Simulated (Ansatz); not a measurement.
Reactions of `F[SiH](F)O[SiH3]`.

Isolated molecules relaxed with PBE0-D4/def2-TZVP in Ansatz; ΔE leaves out vibrations. CBS: MP2 limit from def2 TZ/QZ plus the TZ coupled-cluster correction, frozen cores. This one scheme is used for every species, atoms too. Open shells (•) are unrestricted, without spin–orbit coupling. Spin–orbit coupling would lower the free atoms: a little for Cl. Bonds to Se are less sure, by a few kJ/mol each and by 10 to 20 or more in all where they break to atoms, as the def2 sets lack core-valence functions. Scalar relativity is left out up to krypton. One conformer a species, not always the lowest.

(1) Order these by ΔE at CCSD(T)/CBS, lowest first. (An estimate is asked.)
A. `F[SiH](F)O[SiH3]` + `CC(O)O` → `CC(O)O[SiH3]` + `O[SiH](F)F`
B. `F[SiH](F)O[SiH3]` + `CNCS` → `CNCS[SiH3]` + `O[SiH](F)F`
C. `F[SiH](F)O[SiH3]` → `O[Si](F)(F)[SiH3]`
D. `F[SiH](F)O[SiH3]` → H• + `F[SiH](F)O[SiH2]`•
E. `F[SiH](F)O[SiH3]` + H₂Se → `F[SiH]([SeH])O[SiH3]` + H–F
F. `F[SiH](F)O[SiH3]` + Cl• → `F[Si](F)O[SiH3]`• + HCl
G. `F[SiH](F)O[SiH3]` + `[OH]`• → `F[SiH](F)O[SiH2]`• + H₂O
H. `F[SiH](F)O[SiH3]` + `N[SiH](O)O` → `O[SiH](O)N[SiH](F)F` + `O[SiH3]`

Largest T1 diagnostic: 0.013, for `F[Si](F)O[SiH3]`•.

Results:

(1) G (-27.3 kcal/mol), F (-1.9 kcal/mol), A (+6.4 kcal/mol), B (+8.8 kcal/mol), H (+13.5 kcal/mol), E (+22.7 kcal/mol), C (+27.5 kcal/mol), D (+99.2 kcal/mol).
